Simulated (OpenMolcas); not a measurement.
**Computed transition rates of As**

| Property | Result |
| --- | --- |
| Program | OpenMolcas |
| Method | MS-RASPT2, IPEA 0.25 Eh, imaginary shift 0.1 Eh (closed shells correlated: 3d 4s) |
| Basis | ANO-RCC [9s8p6d4f2g] |
| Scalar Hamiltonian | DKH2, point nucleus |
| Active space | 3 electrons in 9 orbitals (RAS2 4p; RAS3 4d 5s, at most 1 electron) |
| State averaging | 2S+1 = 4 odd, 1 root; 2S+1 = 2 odd, 8 roots; 2S+1 = 4 even, 15 roots; 2S+1 = 2 even, 18 roots |
| Spin-orbit coupling | RASSI with atomic mean-field integrals over the reference wave functions, term energies averaged over their components |

Rates come from the transition moments of the reference wave functions (E1 and E2 in the length form). At fixed line strength A goes as λ^-3 for E1 and M1 and as λ^-5 for E2, so a rate at the computed wavelength can be rescaled to the measured one. Measured vacuum wavelengths follow from level energies in NIST Handbook of Basic Atomic Spectroscopic Data. Branching counts decays inside the model space alone, at computed energies, and the table is only a selection of the E2 and M1 lines, drawn from those between levels with measured partners whose computed energy lies within a factor of 1.5 of the measured one.

```
          Upper            Lower  Type  λ computed (nm)  λ measured (nm)  A computed (s-1)  A rescaled (s-1)  Branching %
4s² 4p³ ²P°_3/2  4s² 4p³ ⁴S°_3/2    M1            458.6            536.3          1.40e+00                           43.3
4s² 4p³ ²P°_3/2  4s² 4p³ ²D°_5/2    E2            964.7             1293          6.69e-01          1.55e-01         20.8
4s² 4p³ ²P°_1/2  4s² 4p³ ⁴S°_3/2    M1            463.8            549.9          5.82e-01                           32.2
4s² 4p³ ²P°_3/2  4s² 4p³ ²D°_3/2    M1            948.7             1241          5.60e-01                           17.4
4s² 4p³ ²P°_1/2  4s² 4p³ ²D°_3/2    E2            971.1             1317          5.56e-01          1.21e-01         30.7
4s² 4p³ ²P°_1/2  4s² 4p³ ²D°_5/2    E2            987.8             1375          3.46e-01          6.62e-02         19.1
4s² 4p³ ²P°_1/2  4s² 4p³ ²D°_3/2    M1            971.1             1317          3.24e-01                           17.9
4s² 4p³ ²P°_3/2  4s² 4p³ ²D°_5/2    M1            964.7             1293          3.00e-01                            9.3
4s² 4p³ ²P°_3/2  4s² 4p³ ²D°_3/2    E2            948.7             1241          2.96e-01          7.73e-02          9.2
4s² 4p³ ²D°_3/2  4s² 4p³ ⁴S°_3/2    M1            887.8              944          2.38e-02                           94.3
4s² 4p³ ²D°_5/2  4s² 4p³ ⁴S°_3/2    E2            874.3            916.2          2.39e-03                           75.4
4s² 4p³ ²D°_3/2  4s² 4p³ ⁴S°_3/2    E2            887.8              944          1.44e-03                            5.7
4s² 4p³ ²D°_5/2  4s² 4p³ ⁴S°_3/2    M1            874.3            916.2          7.24e-04                           22.8
```

Spin-changing lines and M1 lines between different terms are not rescaled, since their strength hangs on the term gaps too.

The largest correction is for 4s² 4p³ ²P°_1/2 → 4s² 4p³ ²D°_5/2 (E2): 3.46e-01 × (987.8 / 1375)^5 = 6.62e-02 s-1, a factor of 0.19.

No measured rate stands beside these. Rescaling mends the energy factor alone: line strengths can still be far off where a level mixes with configurations outside the active space, and weak or spin-changing lines hang on small mixing coefficients that depend on the term gaps too, so rescaling need not improve them.

CASPT2 breaks the degeneracy within a term, and the mean is taken; among the terms shown or strongly mixed into the levels shown the widest spread is 400 cm-1 (4s² 4p³ ²D°). With the s shell closed, the reference lacks s² → p² mixing. Some terms miss by over 15 % even with CASPT2, which points to a basis or an active space too small for the shells correlated. Measured partners are found by configuration, term and J. A level has none where our copy of the source lacks it or the pairing is in doubt (some pairs that miss far off the trend of their configuration count as doubtful). Levels of configurations outside the active space are missing.

° marks odd parity.
